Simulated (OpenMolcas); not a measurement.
# NaBe⁺ at 2.934 Å: OpenMolcas input and output

Input (each module block was a call of its own in one work directory; start orbitals came from a preliminary run):

```
&GATEWAY
Coord
2
angstrom
Na 0.0 0.0 0.0
Be 0.0 0.0 2.9340
Basis=ANO-RCC-VTZP
Group=XY
RX2C
AMFI
ANGMom
0.0 0.0 0.0
RICD
&SEWARD
&GUESSORB
* RASSCF and CASPT2 blocks for each multiplicity and irrep, as for the first:
&RASSCF
FileOrb=$CurrDir/o11.orb
Symmetry=1
Spin=1
nActEl=2 0 0
Inactive=4 2
RAS2=4 4
CIRoot=2 2 1
Linear
Iterations=120 100
OrbListing=Nothing
PRWF=0.15
>>COPY $Project.RasOrb $CurrDir/o11.orb
>>COPY $Project.rasscf.h5 $CurrDir/r11.h5
&CASPT2
XMultistate=all
Imaginary=0.2
IPEA=0.25
MaxIter=40
>>COPY $Project.JobMix JOB001
&RASSI
Nr of JobIphs=3 2 2 2
1 2
1 2
1 2
SpinOrbit
EJob
Omega
MEES
MESO
Properties=4
'AngMom' 3 'Mltpl  1' 1 'Mltpl  1' 2 'Mltpl  1' 3
Thrs=1.0d-4
>>COPY $Project.rassi.h5 $CurrDir/so.h5
```

```bash
pymolcas m.inp
```

C2 symmetry about the axis (a holds Σ, Δ, Γ; b holds Π, Φ, H; Σ⁺ and Σ⁻ are not told apart); roots by multiplicity and irrep: 1a 2, 3a 2, 3b 2.

RASSI part of the output, in excerpt:

```
SPIN-FREE ENERGIES:
  (Shifted by EMIN (a.u.) =       -176.6673248637)
 SF State       Relative EMIN(au)   Rel lowest level(eV)    D:o, cm**(-1)      Abs_M
     1             0.0000000000        0.0000000000              0.0000         0.0
     3             0.0920129566        2.5038001007          20194.5097         0.0
     5             0.1120378094        3.0487041067          24589.4569         1.0
     6             0.1120378094        3.0487041067          24589.4569         1.0
     2             0.1780539183        4.8450939446          39078.3181         0.0
     4             0.2275517648        6.1919989619          49941.8397         0.0
++ Dipole transition strengths (spin-free states):
     for osc. strength at least  1.00000000E-05
      From   To        Osc. strength     Einstein coefficients Ax, Ay, Az (sec-1)    Total A (sec-1)
         1    2       4.31603692E-01  0.00000000E+00  0.00000000E+00  4.39641929E+08  4.39641929E+08
         3    5       5.29959169E-04  6.82792385E+03  5.17499129E-02  0.00000000E+00  6.82797560E+03
         3    6       5.29959507E-04  5.17519022E-02  6.82792821E+03  0.00000000E+00  6.82797996E+03
         3    4       1.95659849E-01  0.00000000E+00  0.00000000E+00  1.15488814E+08  1.15488814E+08
         5    4       1.31956287E-02  5.65725308E+06  5.56500149E+01  0.00000000E+00  5.65730873E+06
         6    4       1.31956308E-02  5.56496468E+01  5.65725400E+06  0.00000000E+00  5.65730965E+06
 Electric-quadrupole - electric-quadrupole not included
 Electric-dipole - electric-octupole not included
 Electric-dipole - magnetic-quadrupole not included
   Eigenvalues of complex Hamiltonian:
  (Shifted by EMIN (a.u.) =       -176.6673248637)
 SO State       Relative EMIN(au)   Rel lowest level(eV)    D:o, cm**(-1)      Omega
     1            -0.0000000001        0.0000000000              0.0000         0.0
     2             0.0920129565        2.5038001011          20194.5097         1.0
     3             0.0920129564        2.5038000989          20194.5097         0.0
     4             0.0920129565        2.5038001011          20194.5097         1.0
     5             0.1120316538        3.0485366050          24588.1059         0.0
     6             0.1120316540        3.0485366110          24588.1060         0.0
     7             0.1120378095        3.0487041116          24589.4570         1.0
     8             0.1120378095        3.0487041116          24589.4570         1.0
     9             0.1120439651        3.0488716122          24590.8079         2.0
    10             0.1120439651        3.0488716122          24590.8079         2.0
    11             0.1780539185        4.8450939514          39078.3181         0.0
    12             0.2275517648        6.1919989645          49941.8397         1.0
    13             0.2275517648        6.1919989646          49941.8397         0.0
    14             0.2275517648        6.1919989645          49941.8397         1.0
 Weights of the five most important spin-orbit-free states for each spin-orbit state.
 SO State  Total energy (au)           Spin-free states, spin, and weights
    1        -0.000000       1 0.0  1.0000    5 1.0  0.0000    6 1.0  0.0000    4 1.0  0.0000    2 0.0  0.0000
    2         0.092013       3 1.0  1.0000    6 1.0  0.0000    4 1.0  0.0000    5 1.0  0.0000    2 0.0  0.0000
    3         0.092013       3 1.0  1.0000    6 1.0  0.0000    5 1.0  0.0000    1 0.0  0.0000    2 0.0  0.0000
    4         0.092013       3 1.0  1.0000    5 1.0  0.0000    4 1.0  0.0000    6 1.0  0.0000    2 0.0  0.0000
    5         0.112032       5 1.0  0.5000    6 1.0  0.5000    2 0.0  0.0000    1 0.0  0.0000    3 1.0  0.0000
    6         0.112032       6 1.0  0.5000    5 1.0  0.5000    3 1.0  0.0000    4 1.0  0.0000    2 0.0  0.0000
    7         0.112038       6 1.0  1.0000    3 1.0  0.0000    4 1.0  0.0000    5 1.0  0.0000    2 0.0  0.0000
    8         0.112038       5 1.0  1.0000    3 1.0  0.0000    4 1.0  0.0000    6 1.0  0.0000    2 0.0  0.0000
    9         0.112044       6 1.0  0.5000    5 1.0  0.5000    3 1.0  0.0000    1 0.0  0.0000    2 0.0  0.0000
   10         0.112044       6 1.0  0.5000    5 1.0  0.5000    3 1.0  0.0000    1 0.0  0.0000    4 1.0  0.0000
   11         0.178054       2 0.0  1.0000    5 1.0  0.0000    6 1.0  0.0000    1 0.0  0.0000    4 1.0  0.0000
   12         0.227552       4 1.0  1.0000    6 1.0  0.0000    5 1.0  0.0000    3 1.0  0.0000    2 0.0  0.0000
   13         0.227552       4 1.0  1.0000    6 1.0  0.0000    5 1.0  0.0000    1 0.0  0.0000    2 0.0  0.0000
   14         0.227552       4 1.0  1.0000    6 1.0  0.0000    5 1.0  0.0000    3 1.0  0.0000    2 0.0  0.0000
++ Dipole transition strengths (SO states):
        for osc. strength at least   1.00000000E-05
      From   To        Osc. strength     Einstein coefficients Ax, Ay, Az (sec-1)    Total A (sec-1)
         1   11       4.31603691E-01  0.00000000E+00  0.00000000E+00  4.39641929E+08  4.39641929E+08
         2    5       2.64898129E-04  3.41081467E+03  2.57212901E-02  0.00000000E+00  3.41084039E+03
         2    6       2.64898303E-04  2.57222825E-02  3.41081700E+03  0.00000000E+00  3.41084272E+03
         2    9       2.65061124E-04  1.70856858E+03  1.70856968E+03  0.00000000E+00  3.41713826E+03
         2   10       2.65061123E-04  1.70856858E+03  1.70856967E+03  0.00000000E+00  3.41713825E+03
         2   12       9.78299240E-02  0.00000000E+00  0.00000000E+00  5.77444069E+07  5.77444069E+07
         2   14       9.78299244E-02  0.00000000E+00  0.00000000E+00  5.77444071E+07  5.77444071E+07
         3    7       5.29959511E-04  5.17519040E-02  6.82792844E+03  0.00000000E+00  6.82798019E+03
         3    8       5.29959173E-04  6.82792408E+03  5.17499147E-02  0.00000000E+00  6.82797583E+03
         3   13       1.95659848E-01  0.00000000E+00  0.00000000E+00  1.15488814E+08  1.15488814E+08
         4    5       2.64898297E-04  2.57222814E-02  3.41081685E+03  0.00000000E+00  3.41084257E+03
         4    6       2.64898134E-04  3.41081482E+03  2.57212912E-02  0.00000000E+00  3.41084054E+03
         4    9       2.65061123E-04  1.70856858E+03  1.70856967E+03  0.00000000E+00  3.41713825E+03
         4   10       2.65061124E-04  1.70856859E+03  1.70856968E+03  0.00000000E+00  3.41713826E+03
         4   12       9.78299244E-02  0.00000000E+00  0.00000000E+00  5.77444071E+07  5.77444071E+07
         4   14       9.78299240E-02  0.00000000E+00  0.00000000E+00  5.77444069E+07  5.77444069E+07
         5   12       6.59816728E-03  1.41455347E+06  1.41455370E+06  0.00000000E+00  2.82910717E+06
         5   14       6.59816565E-03  1.41455312E+06  1.41455335E+06  0.00000000E+00  2.82910647E+06
         6   12       6.59816560E-03  1.41455311E+06  1.41455334E+06  0.00000000E+00  2.82910644E+06
         6   14       6.59816723E-03  1.41455345E+06  1.41455369E+06  0.00000000E+00  2.82910714E+06
         7   13       1.31956308E-02  5.56496465E+01  5.65725396E+06  0.00000000E+00  5.65730961E+06
         8   13       1.31956286E-02  5.65725304E+06  5.56500145E+01  0.00000000E+00  5.65730869E+06
         9   14       1.31949266E-02  2.82820218E+06  2.82820264E+06  0.00000000E+00  5.65640482E+06
        10   12       1.31949266E-02  2.82820218E+06  2.82820264E+06  0.00000000E+00  5.65640482E+06
 Electric-quadrupole - electric-quadrupole not included
 Electric-dipole - electric-octupole not included
 Electric-dipole - magnetic-quadrupole not included
```

Only roots inside an energy window near the equilibrium distance were included, so the list of states is not complete; labels number the states computed. Each spin and symmetry block has orbitals of its own, averaged over its own roots, so gaps between blocks are less sure than gaps within one and near the minimum can be off by tenths of an eV, in bad cases by more. No Rydberg orbitals are active, so Rydberg states, and σ→σ* states whose orbital the CASSCF left unused, can be missing between those listed. No roots were computed in block 1b (none fell in the window or the block failed), so states of that kind are missing and can lie low or lowest.
